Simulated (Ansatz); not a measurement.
Input file for Ansatz (a program for electronic structure): R-PBE0/def2-TZVPP on CH3FSi (SMILES C[Si]F), a point of a torsion scan.

Ansatz 0.2 input:
```yaml
crystal:
  periodic: [false, false, false]
  atoms:
    - {symbol: C, position_ang: [-0.54739817, -0.01902690, 0.01812028]}
    - {symbol: Si, position_ang: [1.15071285, -0.88956940, -0.10308997]}
    - {symbol: F, position_ang: [1.54647348, -0.78077335, 1.49662113]}
    - {symbol: H, position_ang: [-0.78342791, 0.29371297, 1.03643519]}
    - {symbol: H, position_ang: [-1.34747012, -0.67543855, -0.32295491]}
    - {symbol: H, position_ang: [-0.57870346, 0.86517331, -0.61791488]}
basis:
  gaussian:
    orbitals: def2-TZVPP
hamiltonian:
  xc: {name: PBE0}
scf: {lower_state_search: off}
```

It printed:

```
WARN ansatz: RAYON_NUM_THREADS=1 ignored (pool sized by the plan → 1); use --threads N
Functional definition: PBE0
these checks for a lower state are left out or cut short: stability, starts, cluster_reference, orbital_swaps, neighbouring_geometries, increment
integrals: 0.05 GiB planned
804 factors; their error is unknown
mean field: 0.48 GiB planned
mean field evaluation 1: about -11668.2743 eV, gradient 5.9e1 eV
mean field evaluation 2: about -11662.3965 eV, gradient 7.9e1 eV
mean field evaluation 4: about -11675.3511 eV, gradient 5.0e0 eV
mean field evaluation 8: about -11675.4258 eV, gradient 4.0e-2 eV
mean field -11675.42581198 eV, -429.0639847026 hartree, gradient 7.4e-6 eV, S^2 0.000000; 0 other end points of the search recorded, 0 dependent functions left out
reference -11675.42583626 eV, -429.0639855948 hartree; 16, 16 occupied and 130, 130 virtual orbitals, 804 factors
Total energy: -11675.42583626 eV, -429.0639855948 hartree
Checks for a lower state left out: stability, starts, cluster_reference, orbital_swaps, neighbouring_geometries, increment
```

Self-consistency was reached.

Cost: very roughly 1.8 core-seconds.
